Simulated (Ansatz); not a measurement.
Cartesian coordinates in Å:
```
Si 0.446 0.338 -2.085
Si -0.283 -1.176 -0.458
S -1.698 -0.228 0.851
Si -0.272 0.616 2.199
H 1.052 1.528 -1.432
H 1.459 -0.292 -2.977
H -0.717 0.771 -2.903
H 0.861 -1.689 0.347
H -0.983 -2.329 -1.081
H 0.805 1.314 1.450
H 0.342 -0.437 3.046
H -1.011 1.583 3.045
```

Charge 0, multiplicity 1.

Problem. List the PBE/def2-TZVPP orbital energies in eV (Ansatz). (An estimate is asked.)

Solution. The calculation gave: Occupied: -2395.71, -1780.24, -1780.22, -1779.61, -208.69, -154.80, -154.75, -154.63, -137.95, -137.93, -137.40, -94.72, -94.70, -94.66, -94.65, -94.63, -94.63, -94.13, -94.12, -94.12, -18.17, -14.00, -13.22, -12.27, -9.51, -9.29, -8.98, -8.59, -8.54, -8.15, -7.87, -7.58, -6.16. Lowest empty: -1.38, -0.86, -0.73, -0.49, -0.10, 0.09, 0.26, 0.49.
